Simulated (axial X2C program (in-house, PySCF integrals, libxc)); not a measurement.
**Worked dissociation energy of In₂⁻: HF, without spin–orbit coupling**

Computed with an in-house relativistic program for diatomic molecules. Spin-free means the one-electron spin-free X2C Hamiltonian. Basis: In dyall-acv3z [12s13p10d5f1g] (cores contracted in-house); Gaussian nuclei, density fitting, unrestricted open shells. Masses: In 114.904 u.

Molecular state: M_S = 3/2, Λ = 0 (beyond evenly filled blocks: σα, π+α, π-α).

| Item | Value |
| --- | --- |
| E(In-) (2M_S = 2, M_L = 0) | -5878.324182 hartree |
| E(In) (2M_S = 1, M_L = 0) | -5878.321478 hartree |
| E(In₂⁻) at Re | -11756.693166 hartree |
| ωe | 134.2 cm⁻¹ |
| ωexe | 0.275 cm⁻¹ |

(1) Work out De and D0.

The state is one determinant whose occupation by symmetry is held fixed; it was picked as the lowest of a PBE0 search that is not exhaustive. Dissociation energies refer to the lowest single-determinant-based atoms at the same level and basis. Other states lie close and PBE0, whose exact exchange favours high spin, may order them wrongly; the determinant shown need not be the ground state. The nearest other spin-free determinant of the search, M_S = 1/2, Λ = 0, lies 0.26 eV up at the distance of the search. Spin-free De lacks the spin–orbit lowering of the heavy p-block atom, a tenth of an eV or more for 4p and 5p, up to an eV for 6p and one to two eV for 7p atoms, less what an open-shell molecule gains itself. Hartree–Fock gets electron affinities wrong, so its lowest charge split need not be the true one.

Hartree–Fock lacks correlation and underbinds, often by eV.

Each atomic determinant is the lowest at this level and need not be a pure term. Totals compare only within one Hamiltonian and basis.

Results:

(1) De = -5878.324182 + (-5878.321478) − (-11756.693166) = 0.04751 hartree = 1.293 eV. The zero-point energy is ωe/2 − ωexe/4 = 67 cm⁻¹ = 0.008 eV, so D0 = 1.284 eV.
